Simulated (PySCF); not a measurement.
Relaxation of singlet GaOCl

Level of theory: PySCF, PBE0, basis Ga def2-TZVP, O def2-TZVP, Cl def2-TZVP (no relativity, density fitting). A (50,194) grid was used.

A hand-made bent start, of Cs symmetry, held to at least that symmetry:

```xyz
3
charge 0 multiplicity 1, angstrom
Ga   -0.3427    0.0000   -0.5062
O    -1.7679    0.0000    0.4918
Cl    1.4841    0.0000    0.7729
```

Optimiser trace:
```
step  E − E(last) (kJ/mol)  largest gradient (Eh/bohr)
   0                142.24                     0.06456
   1                 81.50                     0.04212
   2                 32.33                     0.03506
   3                  6.21                     0.01119
   4                  2.55                     0.02566
   5                  0.71                     0.01255
   6                  0.01                     0.00104
   7                  0.00                     0.00032
   8                  0.00                     0.00007
```

It ends at C∞v with Ga–Cl 2.082 Å, Ga–O 1.643 Å; Cl–Ga–O 180.0°. The frequency run here used a shortcut that can spoil soft modes, so no verdict on minimum or saddle point is given.

Final geometry:
Z-matrix (Å, degrees; charge 0 multiplicity 1):
```
Ga
O  1 1.6433
Cl 1 2.0817 2 180.00
```
